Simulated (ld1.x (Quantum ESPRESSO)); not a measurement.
# Logarithmic derivatives: erbium, RRKJ

```json
{
 "Element": "Er",
 "Generator": "ld1.x (Quantum ESPRESSO) 7.5",
 "Type": "norm-conserving RRKJ (Kleinman–Bylander form)",
 "Functional": "PBE",
 "Relativity": "scalar-relativistic",
 "Frozen core": "[Kr] 4d10",
 "Valence charge": "22",
 "Reference configuration": "4f12 5s2 5p6 5d0 6s1.75 6p0.25",
 "Partial waves": "5p (bound): rc 2.00 bohr; 5d (bound, empty): rc 2.25 bohr; 4f (bound): rc 1.15 bohr; 5s (bound): rc 2.20 bohr",
 "Local potential": "the s channel",
 "Core correction": "none"
}
```

Occupied shells without a wave of their own: 6p, 6s. They enter only through the test configuration that unscreens the potential.

The phase is arctan(r·u′/u) with u = r·R(r), unwrapped; energies in Ry, scanned from -6 to 5 Ry. A pole is an energy at which the radial function vanishes at the test radius. The pseudo phase is shifted by a multiple of π to meet the all-electron one at the reference energy, and phase errors are pseudo minus all-electron; the curves can meet again beyond the range given. Levels narrower than the energy grid can be missing from the lists of poles.

```tsv
channel	radius (bohr)	reference energy (Ry)	poles, all-electron	poles, pseudo	unbroken range about the reference energy with phases within 0.05 rad	phase error 1 Ry above the reference energy (rad)
s	2.46	-3.84	-3.69, 4.64	-3.68, 2.19	not even at the reference energy	-0.009
p	2.46	-1.97	-1.57	-1.55	-2.0 to 0.7	+0.010
d	2.46	-0.09	1.42	1.43	the whole range	+0.005
f	2.46	-0.26	-0.20	-0.18	not even at the reference energy	-0.026
```

The potential misses its own reference levels by up to 1.3 eV, so it is not fit for use.

Phases in the p channel:

```
E (Ry)  all-electron  pseudo
 -6.00         1.385   1.386
 -5.48         1.373   1.374
 -4.96         1.357   1.359
 -4.44         1.337   1.339
 -3.92         1.308   1.311
 -3.40         1.259   1.264
 -2.88         1.149   1.159
 -2.36         0.552   0.613
 -1.84        -1.403  -1.387
 -1.32        -1.646  -1.638
 -0.80        -1.737  -1.726
 -0.28        -1.805  -1.788
  0.24        -1.881  -1.851
  0.76        -1.987  -1.930
  1.28        -2.175  -2.050
  1.80        -2.598  -2.269
  2.32        -3.453  -2.740
  2.84        -4.090  -3.532
  3.36        -4.357  -4.077
  3.88        -4.488  -4.327
  4.40        -4.564  -4.456
  4.92        -4.616  -4.534
```
